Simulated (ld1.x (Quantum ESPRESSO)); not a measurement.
## In (Z = 49), TM semilocal: configuration errors across variants

In (Z = 49), norm-conserving Troullier–Martins (semilocal form), made with ld1.x (Quantum ESPRESSO) 7.5 (Wu–Cohen, scalar-relativistic). Core [Kr] 4d10, reference 5s1.75 5p1.25. Waves: 5p (bound): rc 2.00 bohr; 5d channel at -0.15 Ry: rc 2.00 bohr; 5s (bound): rc 2.00 bohr. Local part: the s channel. Core correction: none.

All-electron excitation energies from the reference (eV): (1) 5s2 5p1 -1.451; (2) 5s2 5p0 3.900; (3) 5s1 5p0 23.196; (4) 5s0 5p3 10.602; (5) 5s2 5p0.5 0.484; (6) 5s2 5p1.3 -1.976; (7) 5s1 5p1 10.589.

In the semilocal form every listed channel keeps its own potential, so the choice of the local channel does not act on these tests. It acts once the file is put into the separable form.

A semilocal file is local in each channel, so a ghost entry of none says nothing of the separable form that plane-wave codes build from it.

2 further variants failed, have other tests or another functional or relativity, and are left out.

A true bound ghost makes a file unfit for plane-wave use even where its test errors are small: the radial tests pick states by their node count and pass the ghost by.

Errors AE − PS in meV (a dash: test not solved or not reliable):

| change | (1) | (2) | (3) | (4) | (5) | (6) | (7) | bound ghosts |
| --- | --- | --- | --- | --- | --- | --- | --- | --- |
| base | +1.4 | -3.5 | -19 | +82 | +0.6 | +0.7 | +1.0 | d |
| wave 5d channel at -0.15 Ry: rc 2.00 bohr becomes 5d channel at 0.29 Ry: rc 2.00 bohr | +1.4 | -3.5 | -19 | +82 | +0.6 | +0.7 | +1.0 | none |
| all radii scaled by about 0.86 (s 1.72, p 1.72, d 1.72 bohr) | +2.6 | +7.3 | -19 | +181 | +4.3 | +1.6 | +14 | none |
| local potential the p channel | +1.4 | -3.5 | -19 | +82 | +0.6 | +0.7 | +1.0 | d |
| wave 5d channel at -0.15 Ry: rc 2.00 bohr becomes 5d channel at -0.15 Ry: rc 2.52 bohr | +1.4 | -3.5 | -19 | +82 | +0.6 | +0.7 | +1.0 | none |

Question: Give the same row for: wave 5s (bound): rc 2.00 bohr becomes 5s (bound): rc 1.40 bohr.

Answer: +1.2, +1.7, +109, +163, -0.1, +1.4, +14; bound ghosts: d, s (extra level of the local part).
